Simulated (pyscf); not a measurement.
# •H₂Si–SiH₃ (SMILES [SiH2][SiH3]), doublet

Gas-phase minimum from PySCF at ωB97X-D3(BJ)/def2-SVP, one conformer. Other isomers of •H₂Si–SiH₃ were not searched in full and may lie lower. 

SMILES: [SiH3][SiH2]
```xyz
7

Si    -0.5912     1.0068     0.5114
Si    -0.3765    -1.1819    -0.2353
H      0.7120     1.7041     0.7273
H     -1.4875     1.8490    -0.3361
H      0.2969    -1.2576    -1.5679
H      0.4290    -1.9588     0.7512
H     -1.7330    -1.7922    -0.3495
```
Charge 0, spin multiplicity 2.

Bonds (Å): Si1–Si2 2.323, Si1–H3 1.494, Si1–H4 1.494, Si2–H5 1.495, Si2–H6 1.492, Si2–H7 1.492. Bond angles (°): Si2–Si1–H3 113.9, Si2–Si1–H4 113.9, H3–Si1–H4 110.0, Si1–Si2–H5 112.1, Si1–Si2–H6 109.2, Si1–Si2–H7 109.0, H5–Si2–H6 108.7, H5–Si2–H7 108.7, H6–Si2–H7 109.2.

Properties at ωB97X-D3(BJ)/def2-SVP:

| Item | Value |
|---|---|
| Harmonic wavenumbers, unscaled | 126, 387, 408, 457, 602, 641, 880, 938, 952, 955, 2227, 2235, 2247, 2251, 2258 cm⁻¹ |
| Zero-point energy | 25.1 kcal/mol |
| Rotational symmetry number | 1 |
| Entropy of this conformer at 298 K and 1 atm, rigid rotor and harmonic oscillator, modes under 100 cm⁻¹ raised to 100 | 291.2 J/(mol K) |
| Dipole moment | 0.05 D |
| Spin expectation value S2 | 0.752 |

Single-point totals, which compare only within one level (frozen core for MP2 and CC):

```tsv
level	total energy (hartree)
ωB97X-D3(BJ)/def2-TZVP	-582.00212
PBE/def2-TZVP	-581.63301
r²SCAN/def2-TZVP	-581.88896
B3LYP-D3(BJ)/def2-TZVP	-582.00261
PBE0-D3(BJ)/def2-TZVP	-581.70011
M06-2X/def2-TZVP	-581.88825
ωB97M-D3(BJ)/def2-TZVP	-582.01932
UHF/def2-TZVPP	-580.74835
MP2/def2-TZVPP	-580.98696
CCSD/def2-TZVPP	-581.03404
CCSD(T)/def2-TZVPP	-581.04314
```

Soft torsions are taken as harmonic, which can shift the entropy by several J/(mol K). The CCSD(T) − MP2 part came from Ansatz, without density fitting, on the same reference.
